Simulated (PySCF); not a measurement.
# Polarisability and C₆ of Au+ (gold, charge +1)

[Xe] 4f14 5d10, closed-shell 1S. Calculation: PySCF 2.14, in x2c-TZVPPall with one added diffuse shell each of s, p, d, f type (12s8p8d4f1g, 113 functions); the spin-free X2C one-electron Hamiltonian (Gaussian nucleus). Coupled (time-dependent) response in atomic units; α is the mean over directions.

```tsv
method	mean α (bohr³)	C₆ (like pair)	S(−4)
UHF	12.34	90.46	38.25
PBE	14.40	108.1	59.67
```

S(−4) is the Cauchy moment in α(ω) = α(0) + S(−4) ω² + …

α(iu) at PBE:

| u (hartree) | α(iu) (bohr³) |
| --- | --- |
| 0 | 14.40 |
| 0.0500 | 14.26 |
| 0.100 | 13.85 |
| 0.200 | 12.55 |
| 0.300 | 11.10 |
| 0.500 | 8.661 |
| 0.750 | 6.561 |
| 1.00 | 5.142 |
| 1.50 | 3.413 |
| 2.00 | 2.433 |
| 3.00 | 1.411 |
| 5.00 | 0.6425 |

A single London oscillator, α(iu) = α/(1 + u²/ω²), gives C₆ = (3/4) ω α². Matching the computed C₆ needs ω = 4 × 108.1 / (3 × 14.40²) = 0.695 hartree.

For an ion, C₆ is the dispersion term alone; charge-induced terms of lower order in 1/R come first.

Spin-orbit coupling, which splits the p, d and f shells strongly at this Z, is absent.
